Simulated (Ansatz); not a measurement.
`[SiH3]N1CSC1`. Total charge 0; spin multiplicity 1. All single points use the PBE0-D4/def2-TZVP geometry.

```xyz
12

Si    0.079    1.437   -0.808
N    -0.092    0.027    0.160
C    -1.019   -1.076   -0.025
S    -0.098   -2.123    1.159
C     0.905   -0.601    1.008
H    -1.285    1.920   -1.144
H     0.828    2.441   -0.009
H     0.820    1.221   -2.088
H    -1.034   -1.507   -1.033
H    -2.044   -0.859    0.292
H     1.872   -0.789    0.528
H     1.067   -0.091    1.963
```

Problem. What is the dipole moment at B3LYP/def2-TZVPP? (Estimate.)

Solution. The calculation gave: 0.78 D, with components (0.09, 0.62, -0.46) D in this frame, pointing from negative to positive charge.

Problem. And with PBE, r2SCAN, ωB97M-V? (Best estimate.)

Solution. Computed: PBE 0.76 D, r2SCAN 0.84 D, ωB97M-V 0.74 D.

Problem. Give the Mulliken charges with B3LYP, ωB97M-V, r2SCAN in def2-TZVPP. (Estimate.)

Solution. Ansatz gave: 
| atom | B3LYP | ωB97M-V | r2SCAN |
| --- | --- | --- | --- |
| Si1 | 0.32 | 0.22 | 0.34 |
| N2 | -0.25 | -0.25 | -0.28 |
| C3 | -0.08 | -0.17 | 0.02 |
| S4 | -0.13 | -0.08 | -0.16 |
| C5 | -0.08 | -0.17 | 0.02 |
| H6 | -0.07 | -0.03 | -0.07 |
| H7 | -0.07 | -0.03 | -0.07 |
| H8 | -0.08 | -0.04 | -0.09 |
| H9 | 0.11 | 0.13 | 0.07 |
| H10 | 0.12 | 0.14 | 0.08 |
| H11 | 0.11 | 0.13 | 0.07 |
| H12 | 0.12 | 0.14 | 0.08 |

B3LYP here is the variant with VWN-RPA as its local correlation; programs differ in this.
